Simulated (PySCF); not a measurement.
C2H2BF3, SMILES F/C=C\B(F)F. Atoms are numbered in the order given.

```xyz
8

F      0.6205    -1.9885     0.0000
C     -0.6439    -1.5648     0.0000
C     -0.9912    -0.2622     0.0000
B     -0.0043     0.9302     0.0000
F      1.3197     0.7816     0.0000
F     -0.4667     2.1838     0.0000
H     -1.3543    -2.4118     0.0000
H     -2.0755    -0.0688     0.0000
```

Coordinates come from a PBE-D3(BJ)/def2-SVP optimisation. The structure was generated by enumeration; whether it is a known compound was not checked. Other conformers were not sampled.

Two levels are set side by side: PBE/pcSseg-1 (PySCF) and B3LYP/pcSseg-1 (PySCF). GIAO shifts against BF3 (¹¹B), CFCl3 (¹⁹F), TMS (¹H), TMS (¹³C) at the same level; non-relativistic, no solvent, atoms listed together averaged. Differences are taken from unrounded values.

| quantity | B3LYP |
|---|---|
| δ(¹⁹F) of F1 (ppm) | -62.7 |
| δ(¹³C) of C2 (ppm) | 185.7 |
| δ(¹³C) of C3 (ppm) | 105.5 |
| δ(¹¹B) of B4 (ppm) | 12.8 |
| δ(¹H) of H7 (ppm) | 7.66 |
| δ(¹H) of H8 (ppm) | 5.07 |

**Question.** What does PBE give, and how far is it from B3LYP? (Estimate from the structure and the level; the computed values follow.)

**Answer.** 
| quantity | PBE | PBE minus B3LYP |
|---|---|---|
| δ(¹⁹F) of F1 (ppm) | -64.0 | -1.4 |
| δ(¹³C) of C2 (ppm) | 182.7 | -3.0 |
| δ(¹³C) of C3 (ppm) | 103.9 | -1.6 |
| δ(¹¹B) of B4 (ppm) | 11.9 | -0.9 |
| δ(¹H) of H7 (ppm) | 7.70 | 0.04 |
| δ(¹H) of H8 (ppm) | 5.12 | 0.05 |

Rough cost on one machine, each run with all the roots and properties that it gave: B3LYP against PBE within a factor of 2.
